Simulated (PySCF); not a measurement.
An unknown shows these calculated signals:

¹H NMR (400 MHz, computed): δ 5.63 (br s, 1H), 5.30 (br s, 1H), 4.75 (s, 3H), 3.68 (m, 1H), 2.53 (m, 1H), 2.49 (m, 1H), 2.48 (m, 1H), 1.58 (m, 1H), 0.04 (br s, 1H).

¹³C{¹H} NMR (computed): δ 168.9 (C), 114.0 (CH2), 58.8 (CH), 31.9 (CH2), 26.0 (CH2).

PySCF 2.14 calculation with coordinates at the GFN2-xTB level and shielding tensors at PBE0/pcSseg-1 (GIAO); averaged over atoms made equivalent by symmetry, fast rotation or ring inversion, relativity neglected, no solvent, single conformer.

Shifts are taken against calculated references (same method and geometry level): ¹H (31.72 ppm), ¹³C (186.93 ppm) against TMS.

Which of these does the molecule contain: a non-aromatic C=C double bond, an N-methyl group, a (CH3)2CH unit, an NH or NH2 group, a Si–H bond, a three-membered ring?

## Answers


- A non-aromatic C=C double bond: yes.
- An N-methyl group: no.
- A (CH3)2CH unit: no.
- An NH or NH2 group: yes (δH 0.04 (br s)).
- A Si–H bond: yes (δH 4.75 (s)).
- A three-membered ring: no.

The data belong to `C1CC(=C)[C@@H]1N[SiH3]`, C$_{5}$H$_{11}$NSi; they needn't prove each group on their own.

Carbon signals by region: 1 in the far downfield region (above 160 ppm), 1 in the sp2 and nitrile region (100–160 ppm), 1 at 50–100 ppm, 2 below 50 ppm. Above 160 ppm: 168.9, fully substituted alkene carbon.

The OH or NH signal is concentration- and solvent-dependent in practice; the value given is the gas-phase one. Shifts are as computed. Against solution values, carbons near 30 ppm lie about +3 ppm off and those near 130 ppm about +5 ppm. Of 1211 compounds with measured shifts, 218 miss one by over three times the rms of a fit or turn the order of signals round; such compounds aren't used in these exercises. Multiplicities follow the n + 1 count of equivalent neighbours, as no J values were calculated; m marks all less simple cases, F and P coupling included.
